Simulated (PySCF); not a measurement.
From one molecule to another.

First species: C4H8Si.
Bonds: Si1–C2, C2–C3, C3–C4 (double), C4–C5, C3–C5. Hydrogens: H6, H7, H8 on Si1; H9, H10 on C2; H11 on C4; H12, H13 on C5.

Second species: C4H8Si.
Numbering: `[CH2:1]=[CH:2][C@H:3]1[CH2:4][SiH2:5]1` (hydrogens: H6, H7 on C1; H8 on C2; H9 on C3; H10, H11 on C4; H12, H13 on Si5)

Levels: CAM-B3LYP/def2-SVPD for dipole moment, HOMO energy, LUMO energy, HOMO–LUMO gap, static isotropic polarisability and electronic spatial extent ⟨r²⟩ about the centre of nuclear charge; TDDFT CAM-B3LYP/def2-SVPD for lowest singlet excitation; TDA CAM-B3LYP/def2-SVPD for lowest triplet excitation (Tamm–Dancoff); ΔSCF CAM-B3LYP/def2-SVPD for vertical ionisation energy; PBE0-D3(BJ)/def2-SVP for rotational constant A and rotational constant C. Geometries: PBE0-D3(BJ)/def2-SVP. All species are isolated and taken at one optimised geometry, non-relativistic unless stated. Electronic properties by PySCF.

Dipoles, sizes and rotational constants follow the conformer. The torsions of the flexible species, by atom-mapped SMILES:
- `[SiH3:1][CH2:2][C:3]1=[CH:4][CH2:5]1`: Si1–C2–C3–C4 -101°
- `[CH2:1]=[CH:2][C@H:3]1[CH2:4][SiH2:5]1`: C1–C2–C3–C4 0°

Which of the two has the higher rotational constant A, and by how much?

The first: 9.818 GHz against 8.146 GHz, a difference of 1.672 GHz.

Which has the higher HOMO–LUMO gap?

The first: 9.10 eV against 8.34 eV, a difference of 0.76 eV.

Which has the higher rotational constant C?

The second: 2.472 GHz against 1.965 GHz, a difference of 0.507 GHz.

Which has the higher ⟨r²⟩?

The first: 679 bohr² against 584 bohr², a difference of 95 bohr².

Which of the two has the higher HOMO energy, and by how much?

The second: -7.55 eV against -8.02 eV, a difference of 0.47 eV.

Which has the higher static isotropic polarisability?

The second: 77.7 au against 74.5 au, a difference of 3.2 au.

Which of the two has the higher LUMO energy, and by how much?

The first: 1.08 eV against 0.79 eV, a difference of 0.29 eV.

Which of the two has the higher T1 energy, and by how much?

The first: 4.07 eV against 3.95 eV, a difference of 0.12 eV.

On the first: The polarisability is 11.04 Å³ as a volume (1 au = 0.148185 Å³), or 1.62 au for each of the 46 electrons. The 10 singlets span 6.17 to 8.01 eV, and their oscillator strengths add up to 0.33.

On the second: The principal polarisabilities are 66.9, 68.4 and 97.8 au; their mean is the isotropic value. The ΔSCF ionisation energy exceeds −ε(HOMO) by 0.74 eV with CAM-B3LYP.
